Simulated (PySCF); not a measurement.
A GIAO shielding run with PySCF 2.14 (density fitting, non-relativistic, gas phase) on SMILES CNC[C@@H]([SiH3])[Si@H](F)CF, C4H13F2NSi2:

```
$ OMP_NUM_THREADS=1 python probes_run.py task.json out

{"job": {"kind": "nmr", "xc": "PBE0", "basis": "pcSseg-1"}, "charge": 0, "multiplicity": 1}
C     -2.146697     1.232707    -0.279784
N     -1.121463     0.213062    -0.400818
C     -0.764674    -0.471005     0.838159
C      0.661007    -0.959098     0.588520
Si     0.753119    -2.747557    -0.040259
Si     1.261980     0.307157    -0.694284
F      2.877380     0.022895    -0.801267
C      1.255683     2.128122    -0.092536
F      0.595286     2.306092     1.109701
H     -2.317142     1.686027    -1.255118
H     -3.096231     0.835137     0.097407
H     -1.795722     1.999955     0.407784
H     -1.407965    -0.478008    -1.088144
H     -1.470354    -1.269071     1.104126
H     -0.773018     0.270884     1.639045
H      1.253388    -0.896860     1.502879
H      2.129739    -3.124137    -0.335630
H     -0.073763    -2.875353    -1.247788
H      0.194076    -3.633533     0.989107
H      0.932016     0.194698    -2.108211
H      2.275316     2.481948     0.068859
H      0.767629     2.795321    -0.804165
```

Hardware: 1 thread of an Arm Neoverse N1, shared host. The job also computes population analyses, field gradients.

(1) How large is the calculation?

(2) How long does it take, and how much memory does it need?

Answers

(1) 90 electrons, 232 basis functions and 1246 auxiliary functions.

(2) 95 s of wall time, with 13 SCF cycles and 4 response iterations; peak memory 1.1 GiB. Times on a shared host scatter by some tens of per cent.
